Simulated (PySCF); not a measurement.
Spectrum to structure. Method used: TDDFT CAM-B3LYP/def2-SVPD, vertical, gas phase, core orbitals frozen in the response (PySCF). Geometries: GFN2-xTB, one conformer each.

```tsv
state	ν̃ (cm⁻¹)	f	main configurations (H = HOMO, L = LUMO)
S1	50200	0.0031	H-1→L (60%), H→L (35%)
S2	53010	0.026	H→L (62%), H-1→L (35%)
S3	59210	0.011	H→L+2 (61%), H→L+7 (9%)
S4	59590	0.412	H-2→L (85%)
S5	60280	0.081	H-1→L+2 (63%), H-1→L+7 (10%)
S6	62870	0.0070	H-3→L (51%), H-5→L (21%), H-6→L (8%)
S7	64010	0.0093	H→L+1 (36%), H-2→L+2 (27%)
S8	64440	0.031	H-2→L+2 (46%), H→L+1 (24%), H→L+4 (8%)
```

Orbital energies (eV): HOMO-3 -10.52, HOMO-2 -9.75, HOMO-1 -9.34, HOMO -9.16, LUMO 0.41, LUMO+1 1.35, LUMO+2 1.54.

Question: Which candidate is it? All have the formula C5H9OP.
A. `C=C(C)/P=C/OC`
B. `C#CC[P@H](=O)CC`
C. `C=C[P@@H](=O)C1CC1`
D. `C1P(C1)(=O)/C=C\C`
E. `C/C=C/P=C\OC`

Answer: C. Its S1 lies at 6.22 eV; the nearest of the others has S1 at 6.58 eV. S1 is HOMO-1→LUMO (60%), HOMO→LUMO (35%). Löwdin shares by element: HOMO oxygen 55%, carbon 18% or more, phosphorus 14%; LUMO carbon 66% or more, phosphorus 9%, hydrogen 6% or more (atoms not listed hold the other 19%). At the same level the other candidates give, for their lowest levels:
- `C/C=C/P=C\OC`: 4.56 eV (f 0.477); 5.07 eV (f 0.007); 5.64 eV (f 0.005); 5.87 eV (f 0.034); 6.07 eV (f 0.014); T1 2.33 eV; HOMO -7.06, LUMO -0.07 eV
- `C/C=C\P1(=O)CC1`: 5.47 eV (f 0.017); 6.05 eV (f 0.022); 6.67 eV (f 0.034); 6.92 eV (f 0.363); 7.31 eV (f 0.031); T1 4.21 eV; HOMO -8.35, LUMO 0.27 eV
- `C=C(C)/P=C/OC`: 4.58 eV (f 0.427); 4.93 eV (f 0.007); 5.60 eV (f 0.016); 6.01 eV (f 0.030); 6.16 eV (f 0.009); T1 2.32 eV; HOMO -7.21, LUMO -0.19 eV
- `C#CC[P@H](=O)CC`: 6.58 eV (f 0.000); 6.78 eV (f 0.027); 6.83 eV (f 0.001); 7.37 eV (f 0.004); 7.49 eV (f 0.013); T1 5.44 eV; HOMO -9.02, LUMO 1.19 eV

Shape of the structure used: `[CH2:1]=[CH:2][P@@H:3](=[O:4])[CH:5]1[CH2:6][CH2:7]1`: C1–C2–P3–O4 -2°, C2–P3–C5–C6 73°.
Triplets come from the Tamm–Dancoff approximation.
